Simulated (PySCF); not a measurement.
A search over the determinants of ZnH⁺

Unrestricted PBE0; basis Zn cc-pVDZ-PP with ECP10, H cc-pVDZ; scalar-relativistic core potentials; PySCF 2.14. Outer shells of the fragments: Zn+ 3d10 4s1; H 1s1.

Followed along the bond (rough minima from three points):

```tsv
2Ms+1	unpaired	⟨S²⟩ at the start	R at minimum (Å)	Te (eV)
1	none	0.00	1.51	0.00
3	σ ↑↑	2.00	none in the scan	≤ 3.21
```

Solutions found at the starting distance of 1.610 Å, counted from the lowest of them; the search is not exhaustive and high or unbound solutions are not listed, so other states can lie among these:

```tsv
2Ms+1	unpaired	term	E (eV)	⟨S²⟩	⟨Lz²⟩	μ (D)
1	none	¹Σ⁺	0.00	0.00	0.00	-1.37
3	σ ↑↑	³Σ⁺	3.50	2.00	0.00	2.50
3	σ ↑, π ↑	³Π	7.16	2.01	1.00	1.20
3	σ ↑, π ↑	³Π	9.83	2.01	1.00	0.42
3	σ ↑, δ ↑	³Δ	9.94	2.01	4.00	0.38
```

A term symbol is given only where ⟨S²⟩ and ⟨Lz²⟩ are close to those of a pure state; real π, δ and φ orbitals otherwise mix terms. A positive dipole points towards H; it is taken about the centre of mass and depends on that origin.

Counting both spins, an empty level lies below a filled one in some of these solutions, because spin and occupation are held.
